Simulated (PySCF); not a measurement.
AlClH3NO.

```xyz
7

Al     0.0410    -0.4114     0.0000
Cl    -0.0439     1.6819     0.0000
O      1.5833    -1.1080     0.0000
H      1.8166    -2.0357     0.0000
N     -1.4730    -1.3089     0.0000
H     -1.5738    -2.3167     0.0000
H     -2.3845    -0.8658     0.0000
```

Geometry optimised at PBE0-D3(BJ)/def2-SVP. Other conformers were not sampled.

The numbers are results of KT2/pcSseg-1 (PySCF), not measurements. Non-relativistic, no solvent.

Computed absolute GIAO shielding of each atom: isotropic value and principal components (ppm):
```csv
atom,σ(iso),σ11,σ22,σ33,span
Al1,437.6,385.1,446.0,481.6,96.6
Cl2,1015.9,953.0,980.2,1114.5,161.4
O3,308.9,286.2,297.1,343.4,57.2
H4,29.8,21.9,23.7,44.0,22.0
N5,249.2,221.8,246.5,279.3,57.5
H6,31.0,24.1,26.2,42.6,18.5
H7,30.8,23.7,27.5,41.0,17.3
```
